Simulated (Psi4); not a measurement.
C$_{4}$H$_{5}$, doublet (typed; the unrestricted solution is spin-contaminated), geometry from GFN2-xTB; HF/6-31G** run with Psi4 1.11.

Here is a job for Psi4.
```
memory 2 GB

molecule mol {
0 2
  C    -0.004878   -0.077144    0.263949
  C     0.198556   -0.718365   -0.916368
  C    -0.063830    0.736041   -0.991915
  C    -0.103072   -0.069384    1.602210
  H     0.400798   -1.598282   -1.472232
  H     0.748833    1.416627   -1.231052
  H    -1.023224    1.090278   -1.359183
  H     0.022160   -0.973491    2.172999
  H    -0.309221    0.837978    2.142213
}

set basis 6-31g**
set reference uhf

energy('scf')
print_variables()
```

Output, abridged:

```
   => Loading Basis Set <=

    Name: 6-31G**
    Role: ORBITAL
    Keyword: BASIS

         ---------------------------------------------------------
                                   SCF
               by Justin Turney, Rob Parrish, Andy Simmonett
                          and Daniel G. A. Smith
                              UHF Reference
         ---------------------------------------------------------

  ==> Geometry <==

    Molecular point group: c1
    Full point group: C1

    Geometry (in Angstrom), charge = 0, multiplicity = 2:

       Center              X                  Y                   Z               Mass
    ------------   -----------------  -----------------  -----------------  -----------------
         C           -0.007883345145    -0.062681763170     0.268676929834    12.000000000000
         C            0.195550654855    -0.703902763170    -0.911640070166    12.000000000000
         C           -0.066835345145     0.750503236830    -0.987187070166    12.000000000000
         C           -0.106077345145    -0.054921763170     1.606937929834    12.000000000000
         H            0.397792654855    -1.583819763170    -1.467504070166     1.007825032230
         H            0.745827654855     1.431089236830    -1.226324070166     1.007825032230
         H           -1.026229345145     1.104740236830    -1.354455070166     1.007825032230
         H            0.019154654855    -0.959028763170     2.177726929834     1.007825032230
         H           -0.312226345145     0.852440236830     2.146940929834     1.007825032230

  Running in c1 symmetry.

  Rotational constants: A =      0.75620  B =      0.23867  C =      0.18807 [cm^-1]
  Rotational constants: A =  22670.23530  B =   7155.26384  C =   5638.22841 [MHz]
  Nuclear repulsion =  102.595053952676693

  Charge       = 0
  Multiplicity = 2
  Electrons    = 29
  Nalpha       = 15
  Nbeta        = 14

  ==> Algorithm <==

  SCF Algorithm Type is DF.
  DIIS enabled.
  MOM disabled.
  Fractional occupation disabled.
  Guess Type is SAD.
  Energy threshold   = 1.00e-06
  Density threshold  = 1.00e-06
  Integral threshold = 1.00e-12

  ==> Primary Basis <==

  Basis Set: 6-31G**
    Blend: 6-31G**
    Number of shells: 39
    Number of basis functions: 85
    Number of Cartesian functions: 85
    Spherical Harmonics?: false
    Max angular momentum: 2

   => Loading Basis Set <=

    Name: (6-31G** AUX)
    Role: JKFIT
    Keyword: DF_BASIS_SCF

  ==> Integral Setup <==

[...]
   @DF-UHF iter  11:  -154.27149453219531   -2.48581e-07   1.45324e-06 DIIS
   @DF-UHF iter  12:  -154.27149456567452   -3.34792e-08   6.80299e-07 DIIS
  Energy and wave function converged.

  ==> Post-Iterations <==

   @Spin Contamination Metric:   1.975863181E-01
   @S^2 Expected:                7.500000000E-01
   @S^2 Observed:                9.475863181E-01
   @S   Expected:                5.000000000E-01
   @S   Observed:                5.000000000E-01

    Orbital Energies [Eh]
    ---------------------

    Alpha Occupied:

[...]
    Alpha Virtual:

[...]
      85A      5.287977

    Beta Occupied:

[...]
    Beta Virtual:

[...]
    Final Occupation by Irrep:
              A
    DOCC [    14 ]
    SOCC [     1 ]
    NA   [    15 ]
    NB   [    14 ]

  @DF-UHF Final Energy:  -154.27149456567452

   => Energetics <=

    Nuclear Repulsion Energy =            102.5950539526766931
    One-Electron Energy =                -409.9147742879063685
    Two-Electron Energy =                 153.0482257695551880
    Total Energy =                       -154.2714945656745158

  UHF NO Occupations:
  HONO-2 :   13  A 1.9970193
  HONO-1 :   14  A 1.9055177
  HONO-0 :   15  A 1.0000000
  LUNO+0 :   16  A 0.0944823
  LUNO+1 :   17  A 0.0029807
  LUNO+2 :   18  A 0.0019334
  LUNO+3 :   19  A 0.0016356

Computation Completed

Properties will be evaluated at   0.000000,   0.000000,   0.000000 [a0]

Properties computed using the SCF density matrix

 Multipole Moments:

 ------------------------------------------------------------------------------------
     Multipole            Electronic (a.u.)      Nuclear  (a.u.)        Total (a.u.)
 ------------------------------------------------------------------------------------

 L = 1.  Multiply by 2.5417464519 to convert [e a0] to [Debye]
 Dipole X            :          0.1826108           -0.1646953            0.0179155
 Dipole Y            :         -0.8898094            0.7925566           -0.0972529
 Dipole Z            :         -0.2591657            0.2591022           -0.0000635
 Magnitude           :                                                    0.0988893

 ------------------------------------------------------------------------------------

  Variable Map:
  ----------------------------------------------------------------------------
[...]
  Array Variable Map:
  ----------------------------------------------------------------------------
[...]
[...]
```
